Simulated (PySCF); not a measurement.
OsSCl₂ (triplet). All numbers come from UPBE0/[Os def2-SVP with ECP60, S def2-SVP, Cl def2-SVP], scalar-relativistic core potentials, density fitting, no spin–orbit coupling, PySCF.

Harmonic bands of its minimum:

```json
{"ω (cm⁻¹)": "88", "IR (km/mol)": "0.1"}
{"ω (cm⁻¹)": "114", "IR (km/mol)": "0.1"}
{"ω (cm⁻¹)": "149", "IR (km/mol)": "1.3"}
{"ω (cm⁻¹)": "405", "IR (km/mol)": "16.2"}
{"ω (cm⁻¹)": "430", "IR (km/mol)": "62.3"}
{"ω (cm⁻¹)": "577", "IR (km/mol)": "19.7"}
```

Question: The central atom is Os. Infer the point group and assign the bands.

Answer: C2v. The modes span b1 + 3a1 + 2b2: 88 b1, 114 a1, 149 b2, 405 a1, 430 b2, 577 a1. The computed geometry has Os–Cl 2.207 Å (×2), Os–S 2.062 Å; Cl–Os–Cl 133.6°, Cl–Os–S 113.2° (×2).

Other isomers or separated fragments may lie lower. Open d and f shells are described by one determinant, and the ground state may have another occupation or spin. With an element this heavy the missing spin–orbit coupling can shift these numbers.
